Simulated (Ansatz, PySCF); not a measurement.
C3H7O2 (SMILES COC[CH]O), doublet, at a GFN2-xTB geometry. Base run: CAMB3LYP/STO-3G (PySCF).

PySCF was given this input:
```python
from pyscf import gto, scf, dft

mol = gto.Mole()
mol.atom = '''
    C     1.946199    0.866066    0.188851
    O     0.590225    0.525837    0.289552
    C     0.156287   -0.354956   -0.726775
    C    -1.292303   -0.626430   -0.519255
    O    -1.820194   -0.492103    0.729644
    H     2.158635    1.375892   -0.758516
    H     2.161417    1.536776    1.018357
    H     2.585115   -0.023163    0.261287
    H     0.764059   -1.286754   -0.687474
    H     0.322604    0.087362   -1.724140
    H    -1.825344   -1.300667   -1.162321
    H    -1.187833    0.032603    1.242311
'''
mol.basis = 'sto-3g'
mol.charge = 0
mol.spin = 1
mol.verbose = 4
mol.build()

mf = dft.UKS(mol)
mf.xc = 'camb3lyp'
mf.kernel()
```

The same geometry, method and basis name were run in Ansatz (an electronic-structure program) and PySCF, at each program's defaults and at the settings that a row names. The base is PySCF at its defaults. Differences at the defaults can come from grids, fitting, cores and function types together.

| code and settings | ΔE vs base (µEh) | basis functions | E (Eh) | SCF cycles | dipole (D) |
|---|---|---|---|---|---|
| PySCF, defaults (exact integrals, its default grid, spherical functions) | 0.0 | 32 | -265.22978 | 10 | 2.04 |
| Ansatz, defaults (factorised integrals, its default grid, spherical functions) | 2.3 | 32 | -265.22978 | - | - |
| PySCF, density fitting with def2-universal-jkfit | -1535 | 32 | -265.23132 | 10 | 2.04 |
| PySCF, fine grid | -0.4 | 32 | -265.22978 | 10 | 2.04 |
| Ansatz, high accuracy | -0.7 | 32 | -265.22978 | - | - |

Open shells are given as the SCF converged; they aren't shown to be the lowest states, and a large step between rows can be another state.
